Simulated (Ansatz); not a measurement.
H₅Au₄⁻, relaxed as a singlet with RKS r2SCAN-D4/def2-SVPD in Ansatz, starting from the GFN2-xTB geometry. Force threshold 0.02 eV/Å.

In the def2 sets Au takes a core potential; there is no spin–orbit coupling. The structure comes from a short search, and lower isomers may exist.

Start:

Cartesian coordinates in Å:
```
Au -1.7479 -1.6595 -2.5371
Au 1.2081 1.7989 0.5187
Au 1.2054 0.2282 2.6961
Au -0.6287 -0.0113 -0.6124
H -1.1152 -1.4060 -1.0405
H -2.3283 -2.0004 -3.8544
H -0.2255 1.4077 -0.0826
H 2.4846 2.2922 1.0456
H 1.1475 -0.6497 3.8666
```

**Question.** Estimate the energy that the relaxation releases and the steps that it takes.

**Answer.** 1.64 eV, in 39 steps; 3.7 min on 4 threads of Intel Xeon on a shared host. The force fell under the threshold at step 14, but the optimiser went on and released 0.023 eV more. No frequencies were taken in this run, so the end may be a saddle point.

**Question.** Does the start keep its bonding?

**Answer.** Bonds formed: Au3–H8 (atoms count from 1).

**Question.** Predict the relaxed structure.

**Answer.** 
```xyz
9

Au   -2.0201   -1.3290   -3.3266
Au    0.8224    0.6832    0.9086
Au    2.0738    1.1474    3.3491
Au   -0.7848   -0.5276   -0.9674
H    -1.0306   -1.8898   -1.9441
H    -2.8901   -1.1679   -4.6660
H    -0.7064    0.8232    0.1113
H     2.3551    0.7859    1.6187
H     2.1808    1.4746    4.9164
```
Bond lengths (bridged metal pairs left out): 8 × Au–H 1.60 to 1.79 Å.
